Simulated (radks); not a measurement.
Results of a calculation; reference values are marked as such.
Spherical quantum dot in the effective-mass picture: electrons in a hard-walled sphere of radius 4.27, with a point charge +1 (a donor) at the centre, all in effective atomic units (hartree* = m*/eps^2 hartree, bohr* = eps/m* bohr), one dielectric constant everywhere. Level of theory: non-relativistic Kohn-Sham, r2SCAN, spin-polarised, spherical densities, generalised Kohn-Sham scheme (a radial shooting solver with Libxc functionals). Levels are named by radial order and angular momentum (1s, 1p, 1d, 2s, ...), and open shells are averaged over m.

N = 14, configuration 1s2 1p6 1d(up 5, down 1). This is the lowest configuration that the search found. Occupied levels:

level,occupation,eigenvalue (hartree*),<r> (bohr*)
1s up,1,4.0082,2.527
1s down,1,4.0409,2.348
1p up,3,4.2127,2.867
1p down,3,4.2839,2.830
1d up,5,4.4988,3.002
1d down,1,4.5861,2.989

Energy (hartree*): total 31.1534, kinetic 10.293, external -5.3897, Hartree 31.151, exchange-correlation -4.9013.

Electron density:

r (bohr*),n(r) (e/bohr*^3)
0.117,0.09799
0.330,0.06726
0.543,0.04942
0.755,0.03967
0.968,0.03548
1.18,0.03526
1.39,0.03813
1.61,0.04330
1.82,0.05040
2.03,0.05887
2.25,0.06776
2.46,0.07558
2.67,0.08062
2.88,0.08091
3.10,0.07487
3.31,0.06214
3.52,0.04435
3.73,0.02526
3.95,0.009565
4.16,0.001113
